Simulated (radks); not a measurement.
Results of a calculation; reference values are marked as such.
Q: The gadolinium ion Gd51+, 13 electrons, occupied as [Ne] 3s2 3p1 (the NIST ground configuration). Level of theory: Dirac Kohn-Sham, BLYP, spin-unpolarised, spherical densities, finite nucleus; open shells fill j = l - 1/2 first; Fermi nuclear charge, rms radius 5.1569 fm (a radial shooting solver on a logarithmic mesh with Libxc functionals). Some entries of the table are withheld. Estimate them.

| orbital | occ. | eigenvalue (eV) | <1/r> (bohr^-1) |
|---|---|---|---|
| 1s1/2 | 2 | (1) | 71.67 |
| 2s1/2 | 2 | -11802.13 | 17.36 |
| 2p1/2 | 2 | -11438.17 | 17.29 |
| 2p3/2 | 4 | -10719.93 | 15.30 |
| 3s1/2 | 2 | (2) | 7.052 |
| 3p1/2 | 1 | -4647.365 | 6.985 |
| 3p3/2 | 0 | -4458.533 | 6.451 |

A: 
(1) 1s1/2 eigenvalue (eV): -53787.02
(2) 3s1/2 eigenvalue (eV): -4777.472
